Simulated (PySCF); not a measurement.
Cs2F2: fields on a plane

All numbers come from PBE0 in PySCF with Cs def2-TZVP with ECP46, F def2-TZVP; scalar-relativistic core potentials, no spin–orbit coupling; density-fitted integrals.

The singlet minimum has Cs–F 2.616 Å (×4); Cs–F–Cs 102.3° (×2), F–Cs–F 77.7° (×2).

The plane holds Cs1 at (0.00, 0.00), Cs2 at (4.07, 0.00), F3 at (2.04, 1.64), F4 at (2.04, -1.64) Å. Columns run from x = -1.95 to 6.45 Å, rows from y = 4.05 (top) to -3.75 Å, in steps of 0.3 Å. Other isomers or separated fragments may lie lower. Core electrons replaced by a potential are absent, the electrostatic potential uses the reduced nuclear charge, and values within about 0.7 Å of such atoms have no physical meaning.

Problem. Give the highest occupied orbital (Å^-3/2) at -6.92 eV (cut at ±0.3; overall sign arbitrary). Lower edges of the bins (Å^-3/2): '0' -0.300, '1' -0.240, '2' -0.180, '3' -0.120, '4' -0.060, '5' 0.000, '6' 0.060, '7' 0.120, '8' 0.180, '9' 0.240; top 0.30.

Solution. 
```
55555555555555444444444444444
55555555555555444444444444444
55555555555555444444444444444
55555555555555444444444444444
55555555555555444444444444444
55555555556665433344444444444
55555555567886212334444444444
55555555668999000234444444444
55555555668999000234444444444
55555555568999000234444444444
55555555556886112344444444444
55556544445665434455544344444
55566544334555445666544334444
55666544323455455675544334444
55666544323455455675544334444
55566544334555445666544334444
55556544445665434455544344444
55555555556886112344444444444
55555555568999000234444444444
55555555668999000234444444444
55555555668999000234444444444
55555555567886212334444444444
55555555556665433344444444444
55555555555555444444444444444
55555555555555444444444444444
55555555555555444444444444444
55555555555555444444444444444
```

Problem. Give the lowest empty orbital (Å^-3/2) at -0.40 eV (cut at ±0.3; overall sign arbitrary). Lower edges of the bins (Å^-3/2): '0' -0.098, '1' -0.082, '2' -0.067, '3' -0.051, '4' -0.035, '5' -0.019, '6' -0.003, '7' 0.013, '8' 0.029, '9' 0.044; top 0.06.

Solution. 
```
77777777777777777777777777777
77777777777777777777777777777
77777777777777777777777777777
88887777777777777777777788888
88888877777777777777778888888
88888887777766667777888888888
88888887777666666777888888888
99888887777655456777788888998
99988777776539346777778889999
99887666666531146666667789999
99876444566654456665445678999
99763212456666666653212478999
98741023356777777643310258999
98630155456777777644550157999
98630155456777777644550157999
98741023356777777643310258999
99763212456666666653212478999
99876444566654456665445678999
99887666666531146666667789999
99988777776539346777778889999
99888887777655456777788888998
88888887777666666777888888888
88888887777766667777888888888
88888877777777777777778888888
88887777777777777777777788888
77777777777777777777777777777
77777777777777777777777777777
```
